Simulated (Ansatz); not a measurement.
```yaml
crystal:
  periodic: [false, false, false]
  atoms:
    - {symbol: C, position_ang: [1.528197, -1.086454, -0.707092]}
    - {symbol: C, position_ang: [0.654058, -0.395971, -0.239298]}
    - {symbol: In, position_ang: [-0.818276, 0.805201, 0.583930]}
    - {symbol: Cl, position_ang: [-2.941304, 0.336341, -0.251700]}
    - {symbol: H, position_ang: [2.293607, -1.700463, -1.125341]}
    - {symbol: H, position_ang: [-0.716293, 2.041336, 1.739490]}
basis:
  gaussian: {orbitals: def2-TZVPD, fitting: {mean_field: def2-universal-jkfit}}
hamiltonian: {xc: {name: B97M-V}}
```

```sh
$ ansatz run in.yaml --threads 2 --pin off --events-out ev --progress --plain --max-ram 20480MiB --backend cpu
```

Shortened log:

```
Functional definition: B97M-V
532 factors; integrals over basis functions are off by at most 6.3e-1 eV
mean field evaluation 1: about -19792.5012 eV, gradient 5.4e1 eV
mean field evaluation 2: about -19751.4517 eV, gradient 1.2e2 eV
mean field evaluation 4: about -19799.2453 eV, gradient 2.2e1 eV
mean field evaluation 8: about -19800.4014 eV, gradient 1.1e-1 eV
mean field evaluation 16: about -19800.4079 eV, gradient 8.5e-5 eV
mean field -19800.40793440 eV, -727.6515703906 hartree, gradient 1.1e-5 eV, S^2 0.000000; 0 other end points of the search recorded, 0 dependent functions left out
reference -19800.40802978 eV, -727.6515738959 hartree; 26, 26 occupied and 168, 168 virtual orbitals, 532 factors
Total energy: -19800.40802978 eV, -727.6515738959 hartree
```

Run time 9 s (2 threads of an AMD EPYC 7R13 on a shared host); peak host memory 0.32 GiB.
